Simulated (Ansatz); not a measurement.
# Counterpoise correction, worked out

The pair of K⁺ (SMILES [K+], atom 1) and CH6Si (SMILES C[SiH3], atoms 2–9), both closed shells, in one local arrangement (a lower one may exist), relaxed at PBE0-D4/def2-TZVP:

```
9
angstrom
K 0.5264 1.9706 -3.5091
C -0.7336 -0.7043 1.0252
Si 0.5262 0.1394 -0.0433
H -0.4512 -1.7459 1.1918
H -1.7225 -0.6855 0.5638
H -0.7973 -0.2093 1.9964
H 1.8990 0.1576 0.5137
H 0.1446 1.5654 -0.3311
H 0.6083 -0.4879 -1.4075
```

Computed with Ansatz 0.2.0 (basis: def2-TZVPPD); correlated methods freeze the cores. The outer core shell of Li, Na, Mg and K is correlated. The def2 sets are not built for correlating such inner shells, so the correlated values are less sure here.

MP2 total energies in eV:

| system | geometry | basis functions | energy |
| --- | --- | --- | --- |
| pair | pair | all | -25301.38807 |
| K⁺ | as in the pair | all (partner as ghosts) | -16303.90021 |
| CH6Si | as in the pair | all (partner as ghosts) | -8997.16765 |
| K⁺ | as in the pair | its own | -16303.88668 |
| CH6Si | as in the pair | its own | -8997.16469 |
| K⁺ | free (PBE0-D4 minimum) | its own | -16303.88668 |
| CH6Si | free (PBE0-D4 minimum) | its own | -8997.19907 |

(1) Work out the interaction energy with and without the counterpoise correction, the superposition error, and the binding energy from the relaxed fragments.

The T1 diagnostic stays at or below 0.010.

Results:

(1) Without correction: -25301.38807 − (-16303.88668) − (-8997.16469) = -0.33670 eV.
With correction (each fragment in the whole basis): -25301.38807 − (-16303.90021) − (-8997.16765) = -0.32021 eV = -7.38 kcal/mol.
The superposition error is the difference, 0.01649 eV, 5 % of the uncorrected value: each fragment borrows its partner's functions.
Deformation from the free shapes: 0.00000 eV for K⁺ and 0.03438 eV for CH6Si.
Binding energy from relaxed fragments: -0.32021 + 0.00000 + 0.03438 = -0.28583 eV = -6.59 kcal/mol (electronic, without zero-point energy; negative means bound). For comparison, the corrected interaction energy by CCSD(T) at an estimated basis limit (MP2 extrapolated from triple and quadruple zeta, plus CCSD(T) − MP2 in triple zeta) is -0.332 eV.

For scale, one of the runs: CCSD(T)/def2-TZVPPD, 223 basis functions, launched by `ansatz run in.yaml --threads 4 --pin off --events-out ev --progress --plain --max-ram 9574MiB`. Time: 41 s of wall clock on 4 CPU threads of an Arm Neoverse V1; the host was shared. Peak host memory: 3.4 GiB.
